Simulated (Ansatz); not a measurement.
`FC(F)CC(F)(F)C(F)(F)F` + HBr → `FC(F)(F)C(F)(F)Br` + `CC(F)F`  (substitution at a C–C bond)

Gas-phase electronic energies from Ansatz, PBE0-D4/def2-TZVP geometries. CBS: MP2 limit from def2 TZ/QZ plus the TZ coupled-cluster correction, frozen cores. DFT in def2-TZVPP. B3LYP here is the variant with VWN-RPA as its local correlation; programs differ in this. For Br outer-core shells are correlated without core-valence functions, which leaves a few kJ/mol of doubt a bond. Scalar relativity is left out up to krypton. Each species was taken in one conformer, which may not be the lowest.

`FC(F)CC(F)(F)C(F)(F)F`:

Cartesian coordinates in Å:
```
F 0.688 0.109 2.076
C 1.358 -0.244 0.954
F 2.310 -1.137 1.322
C 0.427 -0.918 -0.030
C -0.374 -0.002 -0.926
F 0.456 0.775 -1.660
F -1.088 -0.763 -1.782
C -1.379 0.948 -0.234
F -2.139 1.550 -1.138
F -0.735 1.880 0.461
F -2.163 0.262 0.592
H 1.857 0.644 0.557
H -0.249 -1.580 0.514
H 1.032 -1.524 -0.707
```

HBr:

```xyz
2

Br    0.520   -0.254   -0.412
H    -0.520    0.254    0.412
```

`FC(F)(F)C(F)(F)Br`:

Z-matrix (Å, degrees):
```
C
F 1 1.324
F 1 1.328 2 108.8
F 1 1.324 2 109.4 3 -118.7
C 1 1.551 2 110.5 3 119.4
Br 5 1.929 1 111.2 2 60.6
F 5 1.329 1 108.6 2 -60.4
F 5 1.329 1 108.6 2 -178.4
```

`CC(F)F`:

Z-matrix (Å, degrees):
```
C
C 1 1.497
H 1 1.091 2 109.4
H 1 1.091 2 109.9 3 -120.0
H 1 1.090 2 109.9 3 120.0
F 2 1.361 1 110.3 3 58.9
F 2 1.361 1 110.3 3 -59.0
H 2 1.095 1 114.0 3 180.0
```

CCSD(T)/CBS gives +36.3 kJ/mol.

Another level gave +30.2 kJ/mol. Which?
A. PBE/def2-TZVPP
B. r2SCANh/def2-TZVPP
C. B3LYP/def2-TZVPP
D. BHLYP-D4/def2-TZVPP

B. r2SCANh 30.2, BHLYP-D4 38.7, PBE 19.8, B3LYP 25.8 kJ/mol.

Largest T1 diagnostic among the species: 0.012.

From PBE to PBE0 (25 % exact exchange), in def2-TZVPP and without D4, ΔE moves by +9.1 kJ/mol. At CCSD(T), def2-SVP lies +24.8 kJ/mol from the extrapolated value and def2-TZVPP +3.8 kJ/mol. The D4 term adds +4.0 kJ/mol with B3LYP and +2.9 kJ/mol with PBE0; it sums over pairs of atoms, weighted by their polarisabilities, and B3LYP, whose exchange is more repulsive, gets the larger term.
